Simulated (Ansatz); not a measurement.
Harmonic frequencies (cm⁻¹) at PBE0-D4/def2-TZVP from Ansatz: 181, 280, 368, 684, 861, 952, 1036, 1046, 1065, 1160, 1269, 1361, 1410, 1744, 2599, 2703, 3116, 3543.

Each molecule was computed in one conformer, which needn't be the lowest.

**Question.** Which molecule is it?
A. `NB1CO1`
B. `OC1BN1`
C. `BOC=N`
D. `OB1CN1`

**Answer.** C.
